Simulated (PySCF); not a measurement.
MgBr2, SMILES [Br][Mg][Br].

Geometry optimised at B3LYP-D3(BJ)/def2-TZVP.

All values below come from TDA-ωB97X/def2-SVPD in PySCF 2.14.0.

Vertical excitations; the highest root listed may be one member of a degenerate set. Isolated molecule, no solvent. State labels are in the subgroup D2h.

| state | symmetry | energy (eV) | λ (nm) | f | main pairs |
|---|---|---|---|---|---|
| S1 | B2g | 5.79 | 214 | 0.000 | HOMO−1→LUMO (degenerate set) |
| S2 | B3g | 5.79 | 214 | 0.000 | HOMO→LUMO (degenerate set) |
| S3 | B3u | 5.99 | 207 | 0.108 | HOMO−2→LUMO (degenerate set) |
| S4 | B2u | 5.99 | 207 | 0.108 | HOMO−3→LUMO (degenerate set) |
| S5 | B1u | 6.92 | 179 | 0.164 | HOMO−4→LUMO 73 % |
| S6 | B1u | 7.17 | 173 | 0.000 | HOMO→LUMO+1, HOMO−1→LUMO+2 (degenerate set) |
| S7 | Au | 7.17 | 173 | 0.000 | HOMO→LUMO+2, HOMO−1→LUMO+1 (degenerate set) |
| S8 | Au | 7.17 | 173 | 0.000 | HOMO−1→LUMO+1, HOMO→LUMO+2 (degenerate set) |
| S9 | Ag | 7.30 | 170 | 0.000 | HOMO−2→LUMO+2, HOMO−3→LUMO+1 (degenerate set) |
| S10 | B1g | 7.30 | 170 | 0.000 | HOMO−3→LUMO+2, HOMO−2→LUMO+1 (degenerate set) |
| T1 | B2g | 5.62 | 220 | 0 | HOMO−1→LUMO (degenerate set) |
| T2 | B3g | 5.62 | 220 | 0 | HOMO→LUMO (degenerate set) |
| T3 | B2u | 5.84 | 212 | 0 | HOMO−3→LUMO (degenerate set) |
| T4 | B3u | 5.84 | 212 | 0 | HOMO−2→LUMO (degenerate set) |
Triplets are in the Tamm–Dancoff approximation.
